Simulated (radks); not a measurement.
Values are calculated unless marked as measured or tabulated.
Valence configurations of S I (all share [Ne]). Code: a radial shooting solver on a logarithmic mesh with Libxc functionals. Model: non-relativistic Kohn-Sham, SCAN, spin-polarised, spherical densities, point nucleus; open shells are filled with parallel spins first; meta-GGA in the generalised Kohn-Sham scheme. Order these by energy: 3s0.5 3p5.5; 3s1 3p5; 3p6; 3s1.5 3p4.5; 3s2 3p4.

Answer. From the lowest, in eV above it: 3s2 3p4 0.000; 3s1.5 3p4.5 5.233; 3s1 3p5 10.355; 3s0.5 3p5.5 16.834; 3p6 22.598. NIST lists [Ne] 3s2 3p4 as the ground configuration; this level of theory agrees among the configurations tried. The energies are those of spherical high-spin densities, not of single terms.
